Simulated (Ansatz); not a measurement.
Relaxation of BH5O2S (9 atoms, charge 0, multiplicity 1), to a largest force component of 0.03 eV/Å in at most 50 steps.

All numbers below come from Ansatz, RKS PBE-D4/6-31G*.

```xyz
9
Properties=species:S:1:pos:R:3
B -0.226 0.505 -0.309
O -0.062 -0.228 2.190
H -1.040 -0.187 2.205
H 0.826 -0.025 -0.549
O -1.454 -0.065 -0.512
H -1.349 -0.999 -0.778
S -0.177 2.319 0.152
H -1.527 2.470 0.249
H 0.181 0.736 2.185
```

Question: Where does it end, and by what steps?

Answer: It converged. After 8 steps the energy has fallen by 0.016 eV; H9 moved furthest, 0.10 Å.

```csv
step,energy less start (eV),largest force component (eV/Å),accepted
0,0.0000,0.499,yes
1,-0.0074,0.600,yes
2,-0.0062,0.735,no
3,-0.0130,0.286,yes
4,-0.0139,0.247,yes
5,-0.0136,0.062,no
6,-0.0151,0.054,yes
7,-0.0163,0.044,yes
8,-0.0164,0.014,yes
```

```xyz
9
Properties=species:S:1:pos:R:3
B -0.232 0.534 -0.288
O -0.061 -0.259 2.148
H -1.038 -0.210 2.112
H 0.818 0.004 -0.539
O -1.459 -0.061 -0.462
H -1.337 -1.001 -0.697
S -0.182 2.331 0.096
H -1.529 2.505 0.193
H 0.192 0.681 2.268
```

Whether the end is a true minimum wasn't checked by a vibrational analysis.

Time of the run: 24 s on 1 thread of Arm Neoverse V1, on a shared host, peak memory 0.14 GiB.
